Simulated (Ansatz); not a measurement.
`[F][Ag]` + `[SiH3]N[SiH3]` → `[SiH3][N]([SiH3])[Ag]` + H–F at 298.15 K and 1 bar (ligand exchange at the Ag–F bond).

Program: Ansatz. Geometries: PBE0-D4/def2-TZVP. ΔE: electronic, gas phase. CBS: MP2 limit from def2 TZ/QZ plus the TZ coupled-cluster correction, frozen cores. This one scheme is used for every species. Elements past krypton have def2 core potentials. For Ag outer-core shells are correlated without core-valence functions, which leaves a few kJ/mol of doubt a bond.

```tsv
species	CCSD(T)/CBS energy (Eh)	H − E (kJ/mol)	S (J/(mol·K))
`[F][Ag]`	-246.69940	12.3	235.7
`[SiH3]N[SiH3]`	-637.10515	192.6	335.6
`[SiH3][N]([SiH3])[Ag]`	-783.41096	168.0	385.6
H–F	-100.39570	33.5	173.6
```

H − E and S are ideal-gas, rigid-rotor, harmonic terms from PBE0-D4/def2-TZVP. 1 Eh = 2625.50 kJ/mol, R = 8.31446 J/(mol·K).

By hand: ΔE, ΔH, ΔS and ΔG.

ΔE = (-783.41096) + (-100.39570) − (-246.69940) − (-637.10515) = -0.00211 Eh = -5.5 kJ/mol. Δ(H − E) = 168.0 + 33.5 − 12.3 − 192.6 = -3.4, so ΔH = -8.9 kJ/mol. ΔS = 385.6 + 173.6 − 235.7 − 335.6 = -12.1 J/(mol·K). ΔG = -8.9 − 298.15 × (-12.1)/1000 = -5.3 kJ/mol.

By hand: the equilibrium constant, and the temperature at which ΔG would vanish if ΔH and ΔS stayed fixed.

log₁₀ K = −ΔG/(RT ln 10) = 0.9. ΔG = 0 at ΔH/ΔS = 736 K, though so small a ΔH makes that figure unsure.

TΔS isn't small against ΔH here. The sign of ΔG lies within the doubt. A doubt of 5 kJ/mol in ΔE shifts log₁₀ K by 0.9 here. Modes under 60 cm⁻¹, often nearly free rotors, make the harmonic entropy too high. These are equilibria of isolated gas molecules and say nothing of rates. Largest T1 diagnostic: 0.023 (customary marks: 0.02 for closed shells, 0.045 for open ones).
